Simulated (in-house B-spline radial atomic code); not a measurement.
Computed with a B-spline radial atomic code. Model: two electrons, singlet ground state, non-relativistic, full CI in B-splines with partial waves to l = 8 (at full coupling up to 3e-4 hartree above the limit, correlation up to 0.6 % small), density held at that of full coupling by Lieb maximisation.

Along the adiabatic connection the electron repulsion is scaled by a coupling λ while a local potential keeps the density fixed. At λ = 0 the system is the Kohn-Sham one and W equals the exchange energy; the exchange-correlation energy is the area under W between 0 and 1. The kinetic energy rises with λ as the electrons avoid each other, with dT/dλ = −λ dW/dλ.

Command:
```bash
python run_ac.py task.json out
```
Settings (lengths in bohr, energies in hartree):
```
potential              dot
strength               1.03
lmax                   8
second                 3
```

Time taken, with all properties: 12 s on 1 thread of Intel(R) Xeon(R) Processor @ 2.30GHz, with other jobs on the host.

**W = mean repulsion less Hartree energy, and W of three functionals.**

Given: confinement charge in harmonic well; well frequency 1.03 hartree; nuclear charge 3; external potential omega^2 r^2/2 - Z/r.

Computed: LDA exchange minus exact 250.75 millihartree; SCAN exchange minus exact -0.0931 millihartree.

| coupling | W xc (hartree) | W xc minus exchange (millihartree) | kinetic minus Kohn-Sham (millihartree) | LDA (PW92) W minus its exchange (millihartree) | PBE W minus its exchange (millihartree) | SCAN W minus its exchange (millihartree) |
| --- | --- | --- | --- | --- | --- | --- |
| 0 | -1.7627 | 0 | 0 | 0 | 0 | 0 |
| 0.02 | -1.7646 | -1.858 | 0 | -13.2 | -1.92 | -1.85 |
| 0.05 | ? | ? | ? | ? | ? | ? |
| 0.12 | -1.7737 | -11.006 | 0.7 | -53.72 | -11.61 | -10.76 |
| 0.25 | -1.7853 | -22.552 | 2.8 | -91.51 | -24.15 | -21.83 |
| 0.4 | -1.7982 | -35.412 | 7 | -126.58 | -38.31 | -34.01 |
| 0.6 | -1.8146 | -51.832 | 15.2 | -165.47 | -56.53 | -49.41 |
| 0.8 | -1.8302 | -67.472 | 26.1 | -198.63 | -73.95 | -63.98 |
| 1 | -1.8451 | -82.386 | 39.5 | -227.79 | -90.6 | -77.8 |
| 1.4 | -1.873 | -110.22 | 72.8 | -277.76 | -121.67 | -103.52 |
| 2 | -1.9103 | -147.6 | 136.1 | -338.67 | -163.38 | -138.03 |
| 3 | -1.9631 | -200.38 | 267.2 | -417.32 | -222.34 | -187.05 |
| 4.5 | -2.0256 | -262.89 | 499.5 | -504.27 | -292.78 | -246.06 |
| 7 | ? | ? | ? | ? | ? | ? |
| 10 | -2.1617 | -398.97 | 1438.2 | -687.78 | -453.65 | -380.61 |

**Question.** What belongs in the row 0.05?

**Answer.** W xc (hartree): -1.7674; W xc minus exchange (millihartree): -4.627; kinetic minus Kohn-Sham (millihartree): 0.1; LDA (PW92) W minus its exchange (millihartree): -27.49; PBE W minus its exchange (millihartree): -4.82; SCAN W minus its exchange (millihartree): -4.57.

**Question.** What belongs in the row 7?

**Answer.** W xc (hartree): -2.1006; W xc minus exchange (millihartree): -337.83; kinetic minus Kohn-Sham (millihartree): 924.3; LDA (PW92) W minus its exchange (millihartree): -605.03; PBE W minus its exchange (millihartree): -379.5; SCAN W minus its exchange (millihartree): -318.97.

**Question.** What is the PBE exchange minus exact?

**Answer.** 36.905 millihartree.

**Energy parts, natural occupations and partial-wave weights.**

Computed: total energy -6.8519 hartree; correlation energy -0.04288 hartree; kinetic part of the DFT correlation energy 0.039505 hartree; initial slope twice GL2 -0.093161 hartree; kinetic part over minus potential part 0.47952; Kohn-Sham kinetic 7.9958 hartree; Lieb Oxford ratio E_xc over LDA exchange 1.1942.

```
natural  occupation of the shell (electrons)
      s                               1.9945
      p                            0.0032799
      s                                    ?
      d                           0.00015819
      p                           0.00010236
      s                           3.5241e-05
```

**Question.** What belongs in the row s?

**Answer.** occupation of the shell (electrons): 0.0018815.

| wave | weight |
| --- | --- |
| s | 0.9982 |
| p | ? |
| d | 8.7848e-05 |
| f | 1.2489e-05 |
| g | 2.9169e-06 |

**Question.** What belongs in the row p?

**Answer.** weight: 0.0016958.

**Question.** What is the exchange energy?

**Answer.** -1.7627 hartree.

**Question.** What is the Hartree energy?

**Answer.** 3.5255 hartree.

Half-way to full coupling W has made 53 % of its drop, against 50 % for a straight line, and second-order (GL2) theory, half the initial slope, overshoots the correlation energy by about 9 %: a moderate bend, as in light atoms. Over couplings 0 to 1 the errors in E_xc come to about +156 millihartree for LDA, +33 millihartree for PBE, +1.9 millihartree for SCAN, so SCAN is nearest. In LDA and PBE and SCAN the errors of exchange and correlation have opposite signs, so the sum is smaller than the larger of the two.
